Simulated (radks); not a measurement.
The thallium ion Tl+, configuration [Hg] (the NIST ground configuration). All-electron calculation, scalar-relativistic Kohn-Sham, PBEsol, spin-polarised, spherical densities, finite nucleus; Fermi nuclear charge, rms radius 5.4759 fm. Program: a radial shooting solver on a logarithmic mesh with Libxc functionals.

Radial electron density D(r) = 4 pi r^2 rho(r):

```
   r/bohr * D(r) (the largest magnitude, 151, reaches the edge; | marks zero)
  0.00276 |               *
  0.00374 |                      *
 0.005029 |                             *
 0.006761 |                                   *
 0.009163 |                                       *
  0.01232 |                                        *
   0.0167 |                                     *
  0.02245 |                                    *
  0.03042 |                                         *
   0.0409 |                                                   *
  0.05499 |                                                      *
  0.07453 |                                             *
   0.1002 |                                           *
   0.1358 |                                                   *
   0.1826 |                                          *
   0.2474 |                            *
   0.3327 |                                 *
   0.4473 |                            *
   0.6062 |             *
    0.815 |        *
    1.105 |      *
    1.485 |   *
    2.013 |*
    2.706 |*
    3.638 *
     4.93 *
    6.629 *
```

D(r) has 4 maxima, at r = 0.0108, 0.0504, 0.140, 0.360 bohr, and minima at 0.0211, 0.0896, 0.255 bohr, inside which lie 1.88, 10.96, 30.03 electrons.
